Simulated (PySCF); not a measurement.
**Computed data sheet: `ClC=C1CCC(Cl)CC1`**

Compound: C₇H₁₀Cl₂.
Z-matrix (Å and degrees, GFN2-xTB geometry), rows numbered from 1:
```
Cl
C   1  1.7271
C   2  1.3245  1  123.97
C   3  1.4975  2  124.94  1     1.43
C   4  1.5313  3  109.80  2   121.36
C   5  1.5219  4  111.53  3    54.24
Cl  6  1.7976  5  109.62  4    67.09
C   6  1.5221  5  111.59  4   -54.43
C   3  1.5008  2  121.24  1   179.27
H   2  1.0788  1  112.84  3  -179.17
H   4  1.0928  3  108.96  2  -119.51
H   4  1.0892  3  110.89  2    -0.15
H   5  1.0927  4  109.37  3   -65.05
H   5  1.0909  4  109.78  3   176.38
H   6  1.0937  5  110.47  4  -177.63
H   8  1.0911  6  109.97  5   176.53
H   8  1.0925  6  107.97  5   -65.58
H   9  1.0925  3  108.97  2   119.98
H   9  1.0901  3  110.98  2     0.60
```

Among its groups: C=C double bond and C–Cl bond.

**GFN2-xTB geometry**

| Quantity | Value |
| --- | --- |
| Point group of the GFN2-xTB geometry | C1 |
| Rotational constants A, B, C of the GFN2-xTB geometry | 2.851, 0.572, 0.533 GHz |

From PBE0/pcSseg-1 ground state and GIAO shieldings, non-relativistic (PySCF):

| Property | Result |
| --- | --- |
| Dipole moment | 1.91 D |
| HOMO energy | -7.01 eV |
| LUMO energy | 0.02 eV |
| HOMO–LUMO gap | 7.03 eV |
| Lowest Hirshfeld atomic charge | -0.08 e on C4 |
| Highest Hirshfeld atomic charge | +0.05 e on H10/H15/H19 |
| 13C chemical shifts (computed TMS as zero) by class | 149.6 (C3), 121.5 (C2), 64.1 (C6), 40.1 (C8), 38.6 (C5), 31.8 (C9), 26.1 (C4) ppm |
| 1H chemical shifts (computed TMS as zero) by class | 5.94 (H10), 4.41 (H15), 2.98 (H18), 2.92 (H12), 2.60 (H11), 2.06 (H16), 2.06 (H14), 1.96 (H19), 1.63 (H13), 1.61 (H17) ppm |
| Isotropic shieldings of nuclei other than C and H, by class | 780 (Cl1), 819 (Cl7) ppm |
| Mayer bond orders between heavy atoms | Cl1–C2 1.04, C2–C3 1.85, C3–C4 1.03, C4–C5 1.02, C5–C6 1.00, C6–Cl7 0.98, C6–C8 1.00, C8–C9 1.01, C9–C3 1.02 |

Monoisotopic mass (most abundant isotopes): 164.0160 u.

A dipole of 1.91 D is allowed in C1, and pure rotational transitions are dipole-allowed. The rotational constants make it an asymmetric top with κ = (2B − A − C)/(A − C) = -0.97, nearer the prolate limit (−1). The dipole matches unit charges of opposite sign 0.40 Å apart (1 e·Å = 4.8032 D). With B = h/(8π²I), that is 505.379 GHz u Å² over I, the principal moments of inertia are 177.3, 883.4 and 948.5 u Å² (most abundant isotopes).

The structure is a single GFN2-xTB conformer in the gas phase; no vibrational or solvent corrections.
